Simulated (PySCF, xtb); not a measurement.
In(Me)2(Et) (C₄H₁₁In), SMILES [CH3][In]([CH2]C)[CH3].

GFN2-xTB in xtb 6.7.1 at its own geometry gives an orbital gap of 3.39 eV and a dipole moment of 0.15 D.

Geometry optimised at PBE0-D3(BJ)/def2-SVP. The isomer is the one that the SMILES or the coordinates give; other isomers of the formula were not compared. The def2 effective core potentials stand for the cores of In; spin–orbit coupling is left out. The values are those of a single conformer.

What does PySCF with CAM-B3LYP/def2-TZVP give? (The exact figures need the calculation; the answer reports its results.)

gap 7.77 eV (levels -7.90 and -0.13 eV), dipole 0.17 D.
